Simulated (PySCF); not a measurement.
CH11NOSi3, SMILES O[SiH2]C[SiH2]N[SiH3].

The structure is a stationary point at TPSSh-D3(BJ)/def2-SVP. This is a generated structure with no PubChem entry under its InChIKey; it may be hypothetical. Other conformers were not sampled.

Calculation: TDA-CAM-B3LYP/def2-SVPD (PySCF).

Vertical excitations. Gas-phase values at a fixed geometry.

Q: Estimate the UV-visible absorptions. (Estimate from the structure and the level; the computed values follow.)

A: 
```csv
state,energy (eV),λ (nm),f,main pairs
S1,6.47,192,0.004,HOMO→LUMO 89 %
S2,7.34,169,0.022,"HOMO→LUMO+1 66 %, HOMO→LUMO+2 16 %"
S3,7.50,165,0.002,"HOMO−1→LUMO 39 %, HOMO−1→LUMO+4 17 %, HOMO−1→LUMO+2 16 %, HOMO−1→LUMO+3 10 %"
S4,7.69,161,0.041,"HOMO→LUMO+5 33 %, HOMO→LUMO+2 18 %, HOMO→LUMO+6 9 %, HOMO−2→LUMO 7 %"
S5,7.71,161,0.022,"HOMO→LUMO+2 42 %, HOMO→LUMO+5 19 %, HOMO→LUMO+1 18 %, HOMO→LUMO+6 6 %"
S6,7.81,159,0.015,"HOMO→LUMO+4 44 %, HOMO→LUMO+3 23 %"
T1,6.12,203,0,HOMO→LUMO 82 %
T2,7.11,174,0,"HOMO→LUMO+1 55 %, HOMO→LUMO+2 19 %, HOMO→LUMO+5 9 %"
```
Triplets are in the Tamm–Dancoff approximation.
